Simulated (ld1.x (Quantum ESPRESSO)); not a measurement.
**zinc, TM semilocal: configuration errors across variants**

ld1.x (Quantum ESPRESSO) 7.5 input, shortened:

```
&input
   title='Zn', zed=30., rel=0, dft='PBESOL', iswitch=3,
   config='[Ar] 3d10 4s1.5 4p0.5'
 /
 &inputp
   pseudotype=1, tm=.true., lloc=0,
   nlcc=.false.
 /
2
4P  2  1   0.50   0.00  1.95  1.95  0.0
4S  1  0   1.50   0.00  1.60  1.60  0.0
 &test
   configts(1)='4s1.5 4p0.5'
 /
```

All-electron excitation energies from the reference (eV): (1) 4s2 4p0 -2.408; (2) 4s1 4p0 7.269; (3) 4s1.5 4p0 1.448; (4) 4s0 4p2 7.727; (5) 4s0 4p1 13.346; (6) 4s1 4p1 2.499.

A semilocal file is local in each channel, so a ghost entry of none says nothing of the separable form that plane-wave codes build from it.

Errors AE − PS in meV (a dash: test not solved or not reliable):

| change | (1) | (2) | (3) | (4) | (5) | (6) | bound ghosts |
| --- | --- | --- | --- | --- | --- | --- | --- |
| base | +4.0 | +5.3 | +3.2 | +77 | +99 | +6.4 | none |
| all radii scaled by about 0.76 (s 1.22, p 1.48 bohr) | +5.6 | +12 | +4.4 | +119 | +138 | +8.4 | none |
| all radii scaled by about 0.93 (s 1.48, p 1.82 bohr) | +4.0 | +5.3 | +3.2 | +77 | +98 | +6.3 | none |
| all radii scaled by about 1.05 (s 1.68, p 2.04 bohr) | +4.1 | +5.2 | +3.1 | +75 | +98 | +6.4 | none |
| all radii scaled by about 1.13 (s 1.80, p 2.20 bohr) | +4.1 | +5.2 | +3.1 | +75 | +98 | +6.4 | none |
| all radii scaled by about 1.22 (s 1.94, p 2.38 bohr) | +4.1 | +5.2 | +3.1 | +75 | +98 | +6.4 | none |
| all radii scaled by about 1.28 (s 2.06, p 2.50 bohr) | +4.1 | +5.1 | +3.1 | +75 | +98 | +6.4 | none |
| all radii scaled by about 1.39 (s 2.22, p 2.70 bohr) | +4.0 | +5.0 | +3.2 | +76 | +97 | +6.3 | none |

**Question.** Give the same row for: all radii scaled by about 0.83 (s 1.32, p 1.62 bohr).

**Answer.** +4.5, +6.0, +3.5, +102, +118, +7.1; bound ghosts: none.
